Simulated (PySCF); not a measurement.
# AlI⁺: frontier orbitals

B2PLYP at R = 2.427 Å; PySCF, scalar-relativistic core potentials, basis sets Al cc-pV(D+d)Z, I cc-pVDZ-PP with ECP28. State: ²Σ⁺ (doublet), unpaired electrons σ ↑. Only the outer orbitals are listed, counted within each symmetry, core potentials removing the inner ones.

```json
{"spin": "α", "orbital": "7σ", "occ.": "1", "ε (eV)": "-27.33", "on Al (%)": "7", "main shells (%)": "92 I s"}
{"spin": "α", "orbital": "8σ", "occ.": "1", "ε (eV)": "-18.21", "on Al (%)": "55", "main shells (%)": "54 Al s, 39 I p"}
{"spin": "α", "orbital": "9σ", "occ.": "1", "ε (eV)": "-14.54", "on Al (%)": "65", "main shells (%)": "35 I p, 34 Al s, 30 Al p"}
{"spin": "α", "orbital": "4π", "occ.": "1", "ε (eV)": "-14.51", "on Al (%)": "9", "main shells (%)": "91 I p"}
{"spin": "α", "orbital": "4π", "occ.": "1", "ε (eV)": "-14.51", "on Al (%)": "9", "main shells (%)": "91 I p"}
{"spin": "α", "orbital": "5π", "occ.": "0", "ε (eV)": "-6.84", "on Al (%)": "93", "main shells (%)": "92 Al p"}
{"spin": "α", "orbital": "5π", "occ.": "0", "ε (eV)": "-6.84", "on Al (%)": "93", "main shells (%)": "92 Al p"}
{"spin": "α", "orbital": "10σ", "occ.": "0", "ε (eV)": "-4.26", "on Al (%)": "94", "main shells (%)": "74 Al p, 11 Al d, 10 I p"}
{"spin": "β", "orbital": "7σ", "occ.": "1", "ε (eV)": "-26.84", "on Al (%)": "8", "main shells (%)": "91 I s"}
{"spin": "β", "orbital": "8σ", "occ.": "1", "ε (eV)": "-17.12", "on Al (%)": "49", "main shells (%)": "44 Al s, 44 I p"}
{"spin": "β", "orbital": "4π", "occ.": "1", "ε (eV)": "-14.40", "on Al (%)": "9", "main shells (%)": "91 I p"}
{"spin": "β", "orbital": "4π", "occ.": "1", "ε (eV)": "-14.40", "on Al (%)": "9", "main shells (%)": "91 I p"}
{"spin": "β", "orbital": "9σ", "occ.": "0", "ε (eV)": "-9.49", "on Al (%)": "73", "main shells (%)": "52 Al s, 27 I p, 19 Al p"}
{"spin": "β", "orbital": "5π", "occ.": "0", "ε (eV)": "-6.19", "on Al (%)": "92", "main shells (%)": "92 Al p"}
{"spin": "β", "orbital": "5π", "occ.": "0", "ε (eV)": "-6.19", "on Al (%)": "92", "main shells (%)": "92 Al p"}
```

Task: Which are the highest filled and the lowest empty level, where do they sit, and how wide is the gap?

Result: Highest filled β 4π at -14.40 eV (in %: 91 I p); lowest empty β 9σ at -9.49 eV (in %: 52 Al s, 27 I p, 19 Al p); the gap at B2PLYP is 4.91 eV.

```json
{
 "bond order (Mayer)": "1.53",
 "⟨S²⟩": "0.759",
 "charge on Al (Mulliken, basis-dependent)": "0.79",
 "charge on Al (Löwdin, basis-dependent)": "0.72",
 "dipole moment (positive dipole points towards I; it is taken about the centre of mass and depends on that origin)": "-7.64 D"
}
```

Correlated steps freeze 9 core orbitals. Spin–orbit coupling is left out. B2PLYP dipoles, levels and charges come from its SCF part alone. The state is the lowest determinant that a PBE0 search found; another state may lie lower at other levels.
